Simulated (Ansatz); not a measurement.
# Two structures, one formula

The two ends of one reaction step of CH$_{5}$BrSi, singlet (PBE0-D4/def2-TZVP).

A:

Si1  (-0.858, 0.119, 0.962)
Br2  (0.453, -1.146, -2.764)
C3  (0.707, 0.469, 0.388)
H4  (0.390, -0.537, -1.442)
H5  (-2.014, 0.995, 0.686)
H6  (-1.170, -1.120, 1.702)
H7  (0.935, 1.388, -0.139)
H8  (1.557, -0.168, 0.608)
(Å)

B:

Si1  (-0.776, -0.327, 0.084)
Br2  (-1.329, -0.864, -2.008)
C3  (0.925, 0.419, 0.110)
H4  (1.660, -0.281, -0.290)
H5  (-1.802, 0.627, 0.572)
H6  (-0.840, -1.575, 0.883)
H7  (0.955, 1.332, -0.488)
H8  (1.206, 0.668, 1.137)
(Å)

Computed with Ansatz 0.2.0 (basis: def2-TZVPP); correlated methods freeze the cores. Filled d shells of the heavier atoms are correlated. The def2 sets are not built for correlating such inner shells, so the correlated values are less sure here. B3LYP uses VWN-RPA correlation.

(1) Which structure is lower at CCSD(T), and by how much? (An estimate is asked for; the value comes from the calculation.)

The T1 diagnostic stays at or below 0.010. The restricted Hartree–Fock reference is unstable towards an unrestricted one at one or more of these structures.

Results:

(1) By the calculation: B, by 72.42 kcal/mol (electronic energy, against the other). By their contacts, A is a complex of CH₄Si ([CH2][SiH2]) + HBr and B is CH₅BrSi ([CH3][SiH2][Br]).

All methods give the same order:

```
      method  E(B) − E(A) (kcal/mol)
       SPW92                  -71.13
      PBE-D4                  -69.38
     BLYP-D4                  -65.68
   r2SCAN-D4                  -73.73
      B97M-V                  -73.29
     PBE0-D4                  -74.83
    B3LYP-D4                  -70.72
  r2SCAN0-D4                  -77.26
    BHLYP-D4                  -76.96
CAM-B3LYP-D4                  -73.88
     wB97X-V                  -77.37
     wB97M-V                  -75.08
      B2PLYP                  -72.28
    PBE-QIDH                  -77.93
  RPA on PBE                  -70.39
          HF                  -81.14
         MP2                  -74.60
        CCSD                  -74.30
     CCSD(T)                  -72.42
```

Labels in which every atom is bracketed show which atoms are joined, not bond orders.

For scale, one of the runs: CCSD(T)/def2-TZVPP, 191 basis functions (an equivalent command: `ansatz run in.yaml --threads 4`). Time: 30 s of wall clock on 4 CPU threads; the host was shared. Peak host memory: 2 GiB.
